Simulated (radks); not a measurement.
All-electron atom: V2+ in [Ar] 3d1 4s2 (not the ground configuration).

All-electron calculation, scalar-relativistic Kohn-Sham, RPBE, spin-polarised, spherical densities, point nucleus; open shells are filled with parallel spins first. Program: a radial shooting solver on a logarithmic mesh with Libxc functionals.

Energy parts (hartree):
| part | energy |
|---|---|
| total | -947.88170 |
| kinetic | 956.76525 |
| electron-nucleus | -2232.96288 |
| Hartree | 372.65643 |
| exchange-correlation | -44.34051 |

Orbitals (lengths in bohr, moments of r in powers of bohr; r(90%) holds 90 % of the orbital's charge):
orbital  occ.  eigenvalue (hartree)       <r^4>  r(90%)   <1/r>
1s up       1             -198.3349  0.00009068   0.119   22.84
1s down     1             -198.3350  0.00009068   0.119   22.84
2s up       1             -23.38485     0.02212   0.478   4.799
2s down     1             -23.36820     0.02206   0.478   4.802
2p up       3             -19.71307     0.01760   0.450   4.698
2p down     3             -19.70034     0.01753   0.450   4.701
3s up       1              -3.71431       1.537    1.38   1.521
3s down     1              -3.66889       1.547    1.38   1.519
3p up       3              -2.72799       2.097    1.49   1.401
3p down     3              -2.68333       2.122    1.49   1.399
3d up       1              -1.22526       5.249    1.86   1.133
3d down     0              -1.18283       5.576    1.88   1.125
4s up       1              -0.81127       81.16    3.71  0.5171
4s down     1              -0.80131       84.13    3.75  0.5102
4p up       0              -0.60272       146.9    4.32  0.4449
4p down     0              -0.59649       152.0    4.36  0.4393
4d up       0              -0.33212       551.7    6.02  0.3216
4d down     0              -0.32938       571.5    6.07  0.3196

The highest occupied level is 4s down at -21.805 eV. The configuration is held as typed, so some empty levels lie below it. The density falls to 0.001 e/bohr^3 at r = 4.03 bohr. Summed over all electrons, <r^2> = 25.92 bohr^2, which gives a Langevin (diamagnetic) susceptibility term of -20.5 x 10^-6 cm^3/mol. Spin moment in Bohr magnetons: 1.
